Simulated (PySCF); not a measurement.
Species: CH7AlN2O (charge 0, singlet). SMILES: C[O][Al]([NH2])[NH2]
Coordinates optimised at B3LYP-D3(BJ)/def2-TZVP (Ansatz):
```xyz
12

C      2.3652     0.0674    -0.1517
O      1.1197    -0.5434     0.0487
Al    -0.4942    -0.0398     0.0373
N     -1.7279    -1.2647     0.3492
N     -0.9192     1.6508    -0.2767
H      2.9651     0.0172     0.7628
H      2.9152    -0.4494    -0.9446
H      2.2785     1.1231    -0.4384
H     -2.7210    -1.1044     0.3786
H     -1.5218    -2.2344     0.5263
H     -0.2544     2.3874    -0.4484
H     -1.8563     2.0184    -0.3081
```
Charge 0, spin multiplicity 1.

Dispersion corrections to the total energy (kcal/mol) from the dftd3 and dftd4 libraries through PySCF: D3(BJ) without and D4 with the three-body term, each with the damping fitted for the functional named.

| functional | D3(BJ) | D4 |
|---|---|---|
| r2SCAN | -1.34 | [?] |
| BP86 | -7.48 | [?] |
| revPBE | [?] | -14.26 |
| B2GP-PLYP | -3.29 | -2.03 |
| TPSSh | -5.37 | -5.79 |
| PW6B95 | -2.48 | -4.08 |
| TPSS | -5.80 | -6.36 |

### Question
Complete the blanks.

### Answer

- r2SCAN, D4: -1.23
- BP86, D4: -6.37
- revPBE, D3(BJ): -11.30
